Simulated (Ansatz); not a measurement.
A made-up structure of GaBH2F2, singlet:

```
6
angstrom
F 1.5217 -0.9459 0.6032
B 0.2305 -0.8015 0.2872
F -0.7623 -1.6956 0.3435
Ga -0.2162 0.7520 -0.2696
H -0.0943 0.9403 -1.8476
H -0.6794 1.7507 0.8832
```

It is relaxed with PBE-D4/def2-SVP and then PBE0-D4/def2-TZVP (Ansatz 0.2.0). Atoms count as bonded within 1.22 times the sum of their covalent radii (H–H: 0.88 Å). The end point is not checked to be a true minimum.

(1) Does its bonding change? (A judgement: the text doesn't fix the answer.)

## Answers

(1) By the calculation: No: no bond forms or breaks.

Where it ends: The first stage lowers the energy by 1.90 eV in 6 steps. It ends as GaBH₂F₂ ([F][B]([F])[GaH2]):
| atom | x (Å) | y (Å) | z (Å) |
| --- | --- | --- | --- |
| F1 | 1.5261 | -1.2832 | 0.7053 |
| B2 | 0.2846 | -0.9896 | 0.3542 |
| F3 | -0.5881 | -1.9783 | 0.4615 |
| Ga4 | -0.2671 | 0.9287 | -0.3321 |
| H5 | -0.2083 | 1.2858 | -1.8592 |
| H6 | -0.7471 | 2.0366 | 0.6704 |

Labels in which every atom is bracketed show which atoms are joined, not bond orders.

For scale, one of the runs: PBE0-D4/def2-TZVP relaxation, 153 basis functions, launched by `ansatz run in.yaml --threads 2 --pin off --events-out ev --progress --plain --max-ram 4352MiB`. Hardware: 2 CPU threads of an Arm Neoverse V1, shared host. Wall time about 19 s.
